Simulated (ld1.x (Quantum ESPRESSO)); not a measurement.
**An all-electron radial function and its pseudo partner (Ni)**

Columns: radius, all-electron u(r) and pseudo u(r) of the 3s shell (level -111.06 eV) of nickel in the configuration [Ne] 3s2 3p6 3d8 4s2 4p0; PW91, scalar-relativistic, TM scheme, ld1.x (Quantum ESPRESSO) 7.5.

```
r (bohr)  all-electron  pseudo
   0.075       -0.0599  0.1088
   0.150       -0.6722  0.2292
   0.225       -0.5169  0.3729
   0.300       -0.0001  0.5496
   0.375        0.5340  0.7589
   0.450        0.9380  0.9797
   0.525        1.1820  1.1679
   0.600        1.2871  1.2762
   0.675        1.2906  1.2887
   0.750        1.2277  1.2277
   0.825        1.1271  1.1271
   0.900        1.0088  1.0088
   0.975        0.8862  0.8862
   1.050        0.7676  0.7676
   1.125        0.6576  0.6576
   1.200        0.5586  0.5586
   1.275        0.4712  0.4712
   1.350        0.3953  0.3953
   1.425        0.3300  0.3300
   1.500        0.2745  0.2745
   1.575        0.2276  0.2276
   1.650        0.1883  0.1883
   1.725        0.1553  0.1553
   1.800        0.1279  0.1279
   1.875        0.1051  0.1051
   1.950        0.0863  0.0863
```

(1) How many radial nodes do the two functions have?

(2) At about which radius was the pseudo-wave matched?

(3) Is the pseudo-wave norm-conserving?

## Answers

(1) The all-electron 3s function has n − l − 1 = 2 (the table is too coarse to show those close to the nucleus); the pseudo-wave has 0, since the states of the same l below it are removed with the core.

(2) 0.80 bohr, where the columns begin to agree (steps of 0.07 bohr).

(3) Yes: the TM scheme keeps the norm inside the radius equal to the all-electron one, which fixes the energy derivative of the logarithmic derivative at the level.
